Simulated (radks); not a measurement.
Problem. The mean radii <r> (bohr) of the occupied orbitals of an atom or ion are listed with their occupations. Calculated with a radial shooting solver on a logarithmic mesh with Libxc functionals: Dirac Kohn-Sham, PBE, spin-unpolarised, spherical densities, finite nucleus; Fermi nuclear charge, rms radius of each element as measured or else 0.836 A^(1/3) + 0.57 fm.

orbital  occ.      <r>
1s1/2       2  0.02611
2s1/2       2   0.1117
2p1/2       2  0.09403
2p3/2       4  0.09992
3s1/2       2   0.2987
3p1/2       2   0.2887
3p3/2       4   0.3005
3d3/2       4   0.2714
3d5/2       6   0.2751
4s1/2       2   0.6946
4p1/2       2   0.7204
4p3/2       4   0.7479
4d3/2       4   0.8296
4d5/2       6   0.8399
5s1/2       2    1.707
5p1/2       2    1.935
5p3/2       3    2.014

Name the element and its charge. Open shells, if any, fill j = l - 1/2 first.

Solution. Z = 55, caesium, charge +2: Cs2+ in [Kr] 4d10 5s2 5p5. The 1s radius gives Z: for a bare nucleus <r> = (2 gamma + 1)/(2Z) with gamma = sqrt(1 - (Z/c)^2), 0.02574 bohr for Z = 55, and screening makes it slightly larger (0.02611 here). The occupations add up to 53, and the charge is Z minus that.
